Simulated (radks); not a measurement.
Values are calculated unless marked as measured or tabulated.
Task: These are the eigenvalues of the occupied orbitals of an atom or ion with whole-number occupations (hartree). Level of theory: non-relativistic Kohn-Sham, r2SCAN, spin-polarised, spherical densities, point nucleus; meta-GGA in the generalised Kohn-Sham scheme (a radial shooting solver on a logarithmic mesh with Libxc functionals).

orbital  eigenvalue
1s up     -1310.498
1s down   -1310.491
2s up     -203.2874
2s down   -203.2863
2p up     -191.7515
2p down   -191.7468
3s up     -44.13216
3s down   -44.12836
3p up     -39.18953
3p down   -39.18406
3d up     -30.02319
3d down   -30.01752
4s up      -9.74925
4s down    -9.73792
4p up      -7.92517
4p down    -7.91355
4d up      -4.76102
4d down    -4.74619
5s up      -2.37704
5s down    -2.28158
5p up      -1.86508
5p down    -1.77066
6f up      -0.28207

Which element is it, and in what charge state? The configuration may be excited. Open shells, if any, are filled with parallel spins first.

Result: Z = 56, barium, charge +3: Ba3+ in [Kr] 4d10 5s2 5p4 6f1. The list shows which subshells hold electrons but not how many an open one holds; the 1s level, -1310.5 hartree, gives Z - s = 51.2 by -(Z - s)^2/2, which with screening narrows Z to a few neighbours, and the depths of the outer levels then fix element, charge and occupations together.
